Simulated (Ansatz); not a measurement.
C$_{3}$H$_{3}$ (SMILES C1=C[CH-]1), charge -1, singlet, at a GFN2-xTB geometry (a gas-phase anion, which may not be bound at this level). Base run: CAM-B3LYP/6-31G* (Ansatz, a quantum-chemistry and plane-wave program).

Input for Ansatz:
Ansatz 0.2 input:
```yaml
crystal:
  periodic: [false, false, false]
  atoms:
    - {symbol: C, position_ang: [0.12759886, 0.00235050, 0.97980862]}
    - {symbol: C, position_ang: [0.04914638, -0.65013550, -0.42875685]}
    - {symbol: C, position_ang: [0.03020025, 0.65085982, -0.42941053]}
    - {symbol: H, position_ang: [-1.00514422, -0.01391574, 1.43690629]}
    - {symbol: H, position_ang: [-0.09632726, -1.50864710, -1.08261999]}
    - {symbol: H, position_ang: [-0.14020148, 1.50411391, -1.08413373]}
basis:
  gaussian:
    orbitals: 6-31G*
hamiltonian:
  xc: cam_b3lyp
total_charge: -1
```

Variants of this job, named by their change:

| change | E (Eh) |
|---|---|
| base | -115.81819 |
| functional = pbe; dispersion = d4 | -115.74204 |
| functional = SVWN5 | -114.80319 |
| functional = pbe | (withheld) |
| functional = BHLYP | (withheld) |
| functional = lc_wpbe | -115.80812 |
| functional = wB97X-V | -115.85678 |
| functional = r2scan | (withheld) |
| functional = wB97X | -115.85867 |
| functional = B97M-V | -115.89860 |
| functional = pbe0; dispersion = d3bjatm | -115.75133 |
| functional = B2PLYP | (withheld) |
| functional = pbe; dispersion = d3bj | -115.74129 |

Q: Some entries are withheld; supply them.

A: 
- functional = pbe, E (Eh): -115.73827
- functional = BHLYP, E (Eh): -115.80885
- functional = r2scan, E (Eh): -115.81677
- functional = B2PLYP, E (Eh): -115.74881

Absolute energies of different levels of theory aren't comparable as measures of quality.

A gas-phase anion may not be bound at this level; its values then depend on the basis.
